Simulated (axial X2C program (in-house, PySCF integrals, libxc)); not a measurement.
## Photoelectron levels of MgHg by EOM-IP-CCSD

Computed with an in-house all-electron X2C program for linear molecules (integrals from PySCF): two-component X2C with atomic mean-field Coulomb and Gaunt terms, Gaussian nuclei, basis Hg dyall-cv3z, Mg dyall-cv3z with contracted cores.

R = 3.423 Å (near the PBE0 minimum at charge 0 of the determinant lowest at the starting distance; the state shown can have its own minimum elsewhere).

Vertical ionisation energies of MgHg to the states of MgHg⁺:

```
Ω of MgHg⁺  vertical IE (eV)  above lowest (cm⁻¹)                  ionised spinor  one-hole weight
       1/2             7.097                    0  76% Mg sσ, 12% Hg pσ, 6% Hg sσ             0.96
       1/2            10.237                25323   82% Hg sσ, 9% Mg sσ, 7% Mg pσ             0.89
```

This point took 9.7 s on 1 thread of Arm Neoverse V1, with other jobs on the host.

Reference electrons by ω block (each with its −ω partner): 1/2: 27, 3/2: 13, 5/2: 5, 7/2: 1. 14 electrons of MgHg correlated (inner shells frozen), 92 natural virtual spinors (a truncated set); levels can be off by some tenths of an eV. Roots sought by Ω: (1/2: 4, 3/2: 3, 5/2: 1); rows need 60 % one-particle weight and stop where some Ω has no more roots. Missing are any skipped roots, higher Ω and states of a further excitation; these come out far too high here and may in truth be low or lowest. T1 of the reference 0.013 (Lee–Taylor). Number of frozen shells: Hg 5 s, 4 p, 2 d, 1 f; Mg 2 s, 1 p.
